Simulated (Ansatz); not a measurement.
Born–Oppenheimer molecular dynamics of C₅H₉Al (15 atoms, charge 0, multiplicity 1). It starts from a relaxed structure.

Method: Ansatz 0.2.0, RKS PBE0/def2-SVP.

| Item | Value |
| --- | --- |
| ensemble | NVT, Langevin thermostat |
| time step | 1 fs |
| steps asked | 100 |
| set temperature | 200 K |
| friction | 0.05 /fs |
| seed | 747375 |

First frame:

```xyz
15
Properties=species:S:1:pos:R:3
C -0.788 -0.208 1.951
C -0.232 -0.054 0.568
C 0.605 -0.964 0.023
C 1.175 -0.830 -1.367
Al 0.319 0.856 -1.905
C -0.641 1.175 -0.221
H -0.510 0.651 2.585
H -0.432 -1.127 2.442
H -1.891 -0.232 1.930
H 0.881 -1.842 0.625
H 0.925 -1.705 -1.997
H 2.281 -0.804 -1.353
H 0.378 1.693 -3.258
H -0.350 2.100 0.313
H -1.742 1.242 -0.308
```

Problem. How far do the bonds stretch over the last three quarters of this one trajectory? (Pairs bonded in most of those frames.)

Solution. 
| bond | mean (Å) | spread (Å) | shortest | longest |
| --- | --- | --- | --- | --- |
| C1–C2 | 1.507 | 0.034 | 1.43 | 1.56 |
| C1–H7 | 1.107 | 0.019 | 1.07 | 1.15 |
| C1–H8 | 1.098 | 0.021 | 1.05 | 1.15 |
| C1–H9 | 1.111 | 0.034 | 1.05 | 1.17 |
| C2–C3 | 1.356 | 0.020 | 1.32 | 1.39 |
| C2–C6 | 1.512 | 0.030 | 1.46 | 1.56 |
| C3–C4 | 1.510 | 0.029 | 1.46 | 1.56 |
| C3–H10 | 1.101 | 0.023 | 1.05 | 1.15 |
| C4–Al5 | 1.960 | 0.024 | 1.92 | 2.00 |
| C4–H11 | 1.103 | 0.015 | 1.08 | 1.14 |
| C4–H12 | 1.113 | 0.021 | 1.06 | 1.16 |
| Al5–C6 | 1.984 | 0.039 | 1.91 | 2.04 |
| Al5–H13 | 1.598 | 0.035 | 1.54 | 1.66 |
| C6–H14 | 1.112 | 0.025 | 1.06 | 1.16 |
| C6–H15 | 1.109 | 0.029 | 1.05 | 1.17 |

Mean temperature of the second half: 186 K. A run of 0.1 ps of so small a system gives no equilibrium averages.

Time of the run: 13 min on 2 threads of Arm Neoverse N1 (shared host), peak memory 0.38 GiB.
